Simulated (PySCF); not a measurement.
Vertical excitations of a molecule C5H4F2O from PySCF with TDA-B3LYP/def2-SVPD, as energy in eV (oscillator strength): 4.74 (0.111), 6.10 (0.118), 6.32 (0.033), 6.47 (0.008), 6.85 (0.002), 6.91 (0.005). Lowest triplet (TDA): 3.30 eV. Geometry: PBE-D3(BJ)/def2-SVP. Other conformers were not sampled.

Problem. Identify the compound among the candidates.
A. O=C1[C@H](F)C=C[C@@H]1F
B. FC(F)=C[C@H]1C=CO1
C. FC1(F)C=CC=CO1
D. C=C1OC=C(F)[C@H]1F

Solution. D, C=C1OC=C(F)[C@H]1F
